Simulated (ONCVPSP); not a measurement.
# Sr (Z = 38): one change to an ONCV potential, before and after

Sr, optimised norm-conserving Vanderbilt (ONCV), made with ONCVPSP 4.0.1 (LDA (Perdew-Wang 92), fully relativistic). Core [Ar] 3d10, reference 4s2 4p6 5s1.75 (charge +0.25). Waves: 4s+5s: rc 2.35 bohr, ncon 3, nbas 6, qcut 4.4 1/bohr, 2 projectors; 4p: rc 1.55 bohr, ncon 5, nbas 9, qcut 6.3 1/bohr, 2 projectors, debl 1.2 Ha; d scattering state at 0.06 Ha: rc 1.90 bohr, ncon 4, nbas 9, qcut 5.9 1/bohr, 1 projector. Local part: polynomial inside 1.20 bohr (lpopt 5, dvloc0 4 Ha). Core correction: none.

Open shells are filled in proportion to 2j + 1.

In the d channel the program set the typed energies aside and used 0.050 Ha (j = l + 1/2; the other j can differ).

Change: functional PBE.

Cutoffs: the cutoffs (Ha) at which the residual kinetic energy of the hardest occupied pseudo-wave falls to 1 and 0.1 mHa per electron; they do not see the model core or the augmentation charge, which bear on the density cutoff. Errors are all-electron minus pseudo energies relative to the spin-unpolarised reference configuration.

Q: How do hardness, ghosts and transferability respond?

A: The potential gets neither clearly harder nor softer (19 Ha and 80 Ha → 19 Ha and 78 Ha); of the 4 tests that both files solve, the error grows in 0 and shrinks in 2 by more than 15 % and 0.3 meV (median size 1.3 → 1.0 meV); neither file shows a bound ghost.

```tsv
quantity	base	changed
cutoff, loose	19 Ha	19 Ha
cutoff, tight	80 Ha	78 Ha
loose cutoff by channel	s 4.0 Ha, p 19 Ha	s 4.0 Ha, p 19 Ha
bound ghosts	none	none
GHOST(+) flags under 300 eV	none	none
error for 4s2 4p6 5s2, meV [ΔE -1.06 → -1.02 eV]	0.0	0.0
error for 4s2 4p6 5s1, meV [ΔE 5.00 → 4.86 eV]	-0.2	-0.1
error for 4s2 4p6 5s0, meV [ΔE 16.18 → 15.87 eV]	-2.4	-2.0
error for 4s2 4p5 5s2, meV [ΔE 27.35 → 27.30 eV]	+27	+14
s: phases at 2.39 bohr within 0.05 rad from the reference energy up to (Ha; the scan ends near 5)	2.4	2.5
p3/2: phases at 1.57 bohr within 0.05 rad from the reference energy up to (Ha; the scan ends near 5)	4.6	4.6
p1/2: phases at 1.57 bohr within 0.05 rad from the reference energy up to (Ha; the scan ends near 5)	4.6	4.6
d5/2: phases at 1.92 bohr within 0.05 rad from the reference energy up to (Ha; the scan ends near 5)	2.9	3.0
d3/2: phases at 1.92 bohr within 0.05 rad from the reference energy up to (Ha; the scan ends near 5)	2.9	2.9
```
